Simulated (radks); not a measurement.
All-electron atom: Hg0.5+ in [Xe] 4f14 5d10 6s(up 1, down 0.5) (fractional occupations, a model configuration). Calculated with a radial shooting solver on a logarithmic mesh with Libxc functionals: scalar-relativistic Kohn-Sham, BLYP, spin-polarised, spherical densities, finite nucleus; Fermi nuclear charge, rms radius 5.4648 fm.

Normalised radial functions P(r) = r R(r), r in bohr:

| r | 5p down | 5d up |
|---|---|---|
| 0.001549 | 0.0053 | 0.0000 |
| 0.002445 | 0.0111 | 0.0001 |
| 0.003857 | 0.0233 | 0.0003 |
| 0.006085 | 0.0476 | 0.0011 |
| 0.009525 | 0.0922 | 0.0035 |
| 0.01503 | 0.1667 | 0.0113 |
| 0.02371 | 0.2599 | 0.0337 |
| 0.03711 | 0.3026 | 0.0874 |
| 0.05855 | 0.1530 | 0.1895 |
| 0.09238 | -0.2345 | 0.2914 |
| 0.1457 | -0.4065 | 0.2044 |
| 0.2281 | 0.1770 | -0.1870 |
| 0.3599 | 0.6094 | -0.4347 |
| 0.5679 | -0.3295 | 0.0634 |
| 0.8888 | -1.1512 | 0.7661 |
| 1.402 | -0.7219 | 0.8487 |
| 2.212 | -0.1578 | 0.4707 |
| 3.491 | -0.0103 | 0.1471 |
| 5.464 | -0.0001 | 0.0224 |
| 8.62 | 0.0000 | 0.0010 |

5p down: eigenvalue -70.781 eV, 3 radial nodes at r = 0.0716, 0.207, 0.505 bohr, <r> = 1.04 bohr, 90 % of the charge inside 1.51 bohr. 5d up: eigenvalue -14.123 eV, 2 radial nodes at r = 0.189, 0.547 bohr, <r> = 1.49 bohr, 90 % of the charge inside 2.33 bohr.
